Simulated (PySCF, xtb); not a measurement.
Br₅W, SMILES [W+]([Br])([Br])([Br])([Br])[Br], charge +1, multiplicity 1.

Harmonic wavenumbers (cm⁻¹) from xtb with GFN2-xTB at its own minimum, in rising order: 40, 40, 102, 102, 117, 131, 131, 196, 221, 249, 278, 278.

What does PySCF with B3LYP-D3(BJ)/def2-SVP give at its own minimum? (Estimate from the structure and the level; the computed values follow.)

33, 33, 103, 103, 130, 133, 133, 209, 260, 269, 290, 290. Paired by order, the mean absolute difference is 11 cm⁻¹ and the zero-point energies are 2.7 and 2.8 kcal/mol.
